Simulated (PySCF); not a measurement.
**Two-component Hartree-Fock for Yb⁺ (ytterbium, charge +1)**

Start: [Xe] 4f13 6s2; 4f5/2 filled at m_j = -5/2, -3/2, -1/2, +1/2, +3/2, +5/2; 4f7/2 filled at m_j = -5/2, -3/2, -1/2, +1/2, +3/2, +5/2, +7/2. Calculated with PySCF 2.14 in x2c-TZVPall-2c: generalised Hartree-Fock with the X2C-1e Hamiltonian and a Gaussian nucleus; spin-orbit coupling (SO) screened by Boettger's factors. This is a chosen level, not necessarily the ground level.

```tsv
spinor shell	electrons	ε, screened SO (eV)	weight of nominal j (screened SO)	rms radius, screened SO (bohr)
1s1/2	2	-61648.9	1.000	0.0223
2s1/2	2	-10589.7	1.000	0.0901
2p1/2	2	-10081.9	1.000	0.0768
2p3/2	4	-9029.6	1.000	0.0838
3s1/2	2	-2457.1	1.000	0.231
3p1/2	2	-2233.3	1.000	0.222
3p3/2	4	-2005.4	1.000	0.237
3d3/2	4	-1628.9	1.000	0.210
3d5/2	6	-1579.0	1.000	0.214
4s1/2	2	-525.62	1.000	0.519
4p1/2	2	-433.94	0.999	0.530
4p3/2	4	-381.05	1.000	0.562
4d3/2	4	-229.97	0.994	0.597
4d5/2	6	-218.48	0.996	0.609
5s1/2	2	-80.736	1.000	1.28
5p1/2	2	-52.150	0.994	1.43
5p3/2	4	-44.983	0.997	1.55
4f5/2	6	-32.478	0.949	0.801
4f7/2	7	-30.135	0.956	0.819
6s1/2	2	-12.636	0.998	3.67
```

| quantity | screened SO |
| --- | --- |
| E (hartree) | -14062.12948 |
| M_J | 7/2 |
| ⟨J²⟩ | 15.776 |
| ⟨L²⟩ | 12.129 |
| ⟨S²⟩ | 0.859 |

Each row is a mean over spinors that exchange with the open shell spreads, by up to 9.964 eV (4d5/2).

Breit and QED terms are absent; they matter most for the inner s and p1/2 levels.

Densities and radii are taken from the X2C orbitals without a picture-change correction, which distorts them close to the nucleus.
